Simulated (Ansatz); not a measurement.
Gas-phase electronic energies from Ansatz, PBE0-D4/def2-TZVP geometries. CCSD(T)/CBS is the MP2 limit (def2-TZVPP, def2-QZVPP) plus CCSD(T) − MP2 in def2-TZVPP, frozen cores. This one scheme is used for every species. DFT in def2-TZVPP. B3LYP here is the variant with VWN-RPA as its local correlation; programs differ in this. def2 core potentials past Kr. For Te outer-core shells are correlated without core-valence functions, which leaves a few kJ/mol of doubt a bond. One conformer a species, not always the lowest.

Consider the ligand exchange at a B–C bond: `BC#N` + `N[SiH2][TeH]` → `B[Te][SiH2]N` + `C#N`.

| level | ΔE (kJ/mol) | difference from CCSD(T)/CBS |
| --- | --- | --- |
| BLYP-D4 | -18.5 | 8.9 |
| B3LYP-D4 | -16.7 | 10.7 |
| BHLYP-D4 | -13.4 | 14.0 |
| CAM-B3LYP-D4 | -12.5 | 14.9 |
| ωB97X-V | -16.5 | 10.9 |
| PBE-QIDH | -24.6 | 2.8 |
| PBE | -23.0 | 4.4 |
| revPBE | -19.9 | 7.5 |
| BLYP | -11.0 | 16.4 |
| LC-ωPBE | -16.4 | 11.0 |
| RPA@PBE/def2-TZVPP | -28.3 | -0.9 |
| MP2/def2-TZVPP | -31.6 | -4.2 |
| SCS-MP2/def2-TZVPP | -24.1 | 3.3 |
| CCSD/def2-TZVPP | -21.7 | 5.7 |
| CCSD(T)/def2-TZVPP | -27.3 | 0.1 |
| SCS-MP2/def2-QZVPP | -23.7 | 3.7 |
| CCSD(T)/CBS | -27.4 | 0 |

Largest T1 diagnostic among the species: 0.014.

From BLYP to BHLYP (50 % exact exchange), in def2-TZVPP and without D4, ΔE moves by +3.9 kJ/mol. Leaving LDA and LC-ωPBE aside and taking each functional with its dispersion term where it has one, the values, not all of them listed here, spread over 14.3 kJ/mol, from PBE-D4 to CAM-B3LYP-D4. LDA lies −5.1 kJ/mol from PBE without D4.
